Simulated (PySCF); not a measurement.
thionyl fluoride anion (F2OS), SMILES O=S(F)F (connectivity only; charge and spin as stated), charge -1, multiplicity 2. Geometry: PBE-D3(BJ)/def2-SVPD. The multiplicity is an assumed one; other spin states were not compared.

These are PBE-D3(BJ)/def2-SVPD in PySCF 2.14.0 values and carry that method's errors.

Harmonic wavenumbers (cm⁻¹): 162, 215, 319, 365, 452, 1063. Rotational constants (GHz): 13.48, 3.667, 2.882; symmetry number 2.

Problem. Work out the zero-point energy and the ideal-gas rigid-rotor harmonic-oscillator thermochemistry at 298.15 K and 1 atm.

Solution. ZPE = ½ Σ hcν = ½ × 2576 cm⁻¹ = 3.68 kcal/mol. H − E(el) = 7.43 kcal/mol. Entropy in cal/(mol K): translation 39.27, rotation 23.85, vibration 7.80, spin 1.38, total 72.30. G − E(el) = -14.13 kcal/mol. Cp = 16.51 cal/(mol K).
